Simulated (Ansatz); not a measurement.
Born–Oppenheimer molecular dynamics of C2H4FNOSi (10 atoms, charge 0, multiplicity 1). It starts from a relaxed structure.

The calculation used RKS r2SCAN/STO-3G in Ansatz 0.2.0.

* ensemble: NVE (velocity Verlet)
* time step: 1 fs
* steps asked: 468
* starting velocities drawn for: 300 K
* masses: H 2.014 u
* seed: 962275

First frame:

```xyz
10
Properties=species:S:1:pos:R:3
O 0.062 -1.804 1.532
Si -0.426 -0.365 0.784
C 0.744 0.956 0.271
C 0.325 0.777 -1.019
F 0.620 1.432 -2.170
N -0.534 -0.435 -1.060
H 0.928 -2.050 1.053
H -1.667 0.002 1.438
H 1.509 1.625 0.656
H -1.477 -0.190 -1.482
```

(1) How far do the bonds stretch over the last three quarters of this one trajectory? (Pairs bonded in most of those frames.)

Answers

(1) 
| bond | mean (Å) | spread (Å) | shortest | longest |
| --- | --- | --- | --- | --- |
| O1–Si2 | 1.696 | 0.025 | 1.64 | 1.74 |
| O1–H7 | 1.020 | 0.003 | 1.01 | 1.03 |
| Si2–C3 | 1.838 | 0.020 | 1.80 | 1.89 |
| Si2–C4 | 2.263 | 0.023 | 2.21 | 2.32 |
| Si2–N6 | 1.854 | 0.051 | 1.76 | 1.94 |
| Si2–H8 | 1.453 | 0.041 | 1.39 | 1.51 |
| C3–C4 | 1.369 | 0.010 | 1.35 | 1.40 |
| C3–H9 | 1.088 | 0.004 | 1.08 | 1.10 |
| C4–F5 | 1.357 | 0.012 | 1.33 | 1.38 |
| C4–N6 | 1.487 | 0.019 | 1.45 | 1.52 |
| N6–H10 | 1.062 | 0.009 | 1.04 | 1.08 |

Mean temperature of the second half: 152 K. The conserved energy stayed within 0.22 meV per atom of its start (net change 0.15 meV per atom), so the integration is sound. The temperature averaged 0.51 of the 300 K drawn at the start: a run that starts near a minimum puts about half its kinetic energy into the potential. A run of 0.47 ps of so small a system gives no equilibrium averages. Limits of this set-up: minimal basis.

The run took 22 min on 1 thread of Arm Neoverse V1, on a shared host, peak memory 0.092 GiB.
